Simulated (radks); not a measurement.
Results of a calculation; reference values are marked as such.
Species: Cd. Configuration: [Kr] 4d10 5s2.

Level of theory: Dirac Kohn-Sham, revPBE, spin-unpolarised, spherical densities, finite nucleus; Fermi nuclear charge, rms radius 4.6087 fm (a radial shooting solver on a logarithmic mesh with Libxc functionals).

Energy parts (eV):
| part | energy |
|---|---|
| total | -152278.618 |
| kinetic | 159675.795 |
| electron-nucleus | -369452.058 |
| Hartree | 61713.221 |
| exchange-correlation | -4215.576 |

Orbitals (lengths in bohr, moments of r in powers of bohr; <r^-3> diverges for s and p1/2):
1s1/2: occ. 2; eigenvalue (eV) -26509.17
2s1/2: occ. 2; eigenvalue (eV) -3934.547
2p1/2: occ. 2; eigenvalue (eV) -3662.546
2p3/2: occ. 4; eigenvalue (eV) -3470.103; <r^-3> 3750
3s1/2: occ. 2; eigenvalue (eV) -733.3761
3p1/2: occ. 2; eigenvalue (eV) -624.4089
3p3/2: occ. 4; eigenvalue (eV) -590.0365; <r^-3> 681.7
3d3/2: occ. 4; eigenvalue (eV) -397.3620; <r^-3> 105.6
3d5/2: occ. 6; eigenvalue (eV) -390.3775; <r^-3> 99.09
4s1/2: occ. 2; eigenvalue (eV) -105.8104
4p1/2: occ. 2; eigenvalue (eV) -70.9076
4p3/2: occ. 4; eigenvalue (eV) -65.0976; <r^-3> 115.1
4d3/2: occ. 4; eigenvalue (eV) -12.1093; <r^-3> 10.85
4d5/2: occ. 6; eigenvalue (eV) -11.4136; <r^-3> 10.02
5s1/2: occ. 2; eigenvalue (eV) -5.5618

The highest occupied level is 5s1/2 at -5.562 eV. The electron density at the nucleus is 1.596e+05 e/bohr^3. For comparison, the ionisation energy in NIST's Atomic Spectra Database is 8.994 eV (measured). In exact Kohn-Sham theory the highest level is minus the ionisation energy, but local and semilocal functionals leave it too shallow, through self-interaction and a potential that decays too fast; potentials with the right tail come closer. Summed over all electrons, <r^2> = 50.70 bohr^2, which gives a Langevin (diamagnetic) susceptibility term of -40.2 x 10^-6 cm^3/mol.
